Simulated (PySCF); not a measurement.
Fill in the blanks.

Compound: C9H8.
SMILES: `C#CC1=C[C@@]2(C)C=C[C@@H]12`

| property | level | value |
| --- | --- | --- |
| point group | PBE0-D3(BJ)/def2-SVP | C1 |
| rotational constants A, B, C | PBE0-D3(BJ)/def2-SVP | ? |
| dipole moment | CAM-B3LYP/def2-SVPD | ? |
| HOMO energy | CAM-B3LYP/def2-SVPD | ? |
| LUMO energy | CAM-B3LYP/def2-SVPD | ? |
| lowest singlet excitation | TDDFT CAM-B3LYP/def2-SVPD | 4.93 eV (251 nm, f = 0.058) |
| strongest line among the 6 lowest singlet transitions | TDDFT CAM-B3LYP/def2-SVPD | ? |
| static isotropic polarisability | CAM-B3LYP/def2-SVPD | ? |
| electronic spatial extent ⟨r²⟩ about the centre of nuclear charge | CAM-B3LYP/def2-SVPD | ? |

Gas-phase values; electronic properties from PySCF, density fitting. Geometry: PBE0-D3(BJ)/def2-SVP; no solvent, vibrations or thermal averaging.

**Question.** Give the strongest line among the 6 lowest singlet transitions.

**Answer.** S2 at 5.13 eV (242 nm, f = 0.081).

**Question.** What is the dipole moment?

**Answer.** 0.66 D.

**Question.** The HOMO energy?

**Answer.** -7.97 eV.

**Question.** Give the LUMO energy.

**Answer.** -0.05 eV.

**Question.** The electronic spatial extent ⟨r²⟩ about the centre of nuclear charge?

**Answer.** 1186 bohr².

**Question.** Give the rotational constants A, B, C.

**Answer.** 3.713, 1.202, 1.033 GHz.

**Question.** What is the static isotropic polarisability?

**Answer.** 100.8 au.

With B = h/(8π²I), that is 505.379 GHz u Å² over I, the principal moments of inertia are 136.1, 420.4 and 489.4 u Å² (most abundant isotopes); the inertial defect Ic − Ia − Ib is -67.1 u Å² (zero for a rigid planar frame, negative otherwise). No computed singlet falls in the visible range (750 to 380 nm, 1.65 to 3.26 eV); S1 lies 1.67 eV above its blue end. The rotational constants make it an asymmetric top with κ = (2B − A − C)/(A − C) = -0.87, nearer the prolate limit (−1). The dipole matches unit charges of opposite sign 0.14 Å apart (1 e·Å = 4.8032 D). The polarisability is 14.94 Å³ as a volume (1 au = 0.148185 Å³), or 1.63 au for each of the 62 electrons.
